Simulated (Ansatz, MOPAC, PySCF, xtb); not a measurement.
Dimer: H3NSe (SMILES N[SeH]) (first 5 atoms) with H2O (SMILES O); geometry from B3LYP-D3(BJ)/def2-TZVP, rigid monomers moved along the line of their centres of mass till N1···H7 is 3.52 Å.
(charge 0, multiplicity 1):
```xyz
8

N     -1.07292     0.40476     0.50212
Se     0.39156    -0.45012    -0.29184
H     -1.14491     1.36279     0.18173
H     -1.93319    -0.08622     0.29239
H     -0.03129    -0.39510    -1.71329
O     -0.36640     0.64798     4.89879
H     -0.74167     0.67334     4.00082
H     -0.46560    -0.26289     5.19113
```

Interaction energies are E(AB) − E(A) − E(B) at the monomers' geometry in the complex; basis-set methods are counterpoise corrected. Rows marked so take none.

Rows in 6-31G* carry no dispersion term and start afresh at each structure (6-31G* with six Cartesian d functions); the Pople sets are all-electron and without relativity. The state that PM6, PM7 reach isn't checked; PM7 holds dispersion and hydrogen-bond terms.

The values were computed with Ansatz (a first-principles code); MOPAC for PM6, PM7 (differences of heats of formation); PySCF for 6-31G* rows, the dispersion terms; xtb for the GFN methods. Each number belongs to the level named beside it.

```
level                            interaction energy (meV)
-------------------------------  ------------------------
PM6                                                 -60.5
PM7                                                -121.6
GFN2-xTB                                            -39.3
r2SCAN-D4/def2-TZVPPD                               -53.8
B3LYP/6-31G*                                        -52.5
B3LYP/def2-TZVPPD                                   -44.2
PBE0-D3(BJ)/def2-TZVPPD                             -59.3
M06-2X/6-31G* (no counterpoise)                     -73.6
wB97X-V/def2-TZVPPD                                     …
```

### Question
What belongs in the gaps?

### Answer

- wB97X-V/def2-TZVPPD, interaction energy (meV): -56.6
